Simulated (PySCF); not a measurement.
## Removing the step error of a finite difference

System: H3AlF2O2Si (SMILES [OH][Al]([OH])[SiH](F)F), singlet, geometry from GFN2-xTB (such geometries of metal compounds can be far from the true shape). Level: PBE0/6-31G, polarisability in PySCF. Sums are taken with unrounded values, so a last digit can differ.

Second differences of the energy in a field along z gave a polarisability along z of 33.660 bohr³ at step 0.02 and 34.544 bohr³ at step 0.05 (atomic units).

Q: Extrapolate to zero step.

A: The leading error of a symmetric difference goes as h², so A(h) = A0 + c h². Then c = (34.544 - (33.660))/(0.05² - 0.02²) = 421 (atomic units) and A0 = 33.660 - c × 0.02² = 33.491 bohr³. The analytic value from the same program and level is 33.501 bohr³: the smaller step missed it by 0.159, the extrapolation by -0.010.
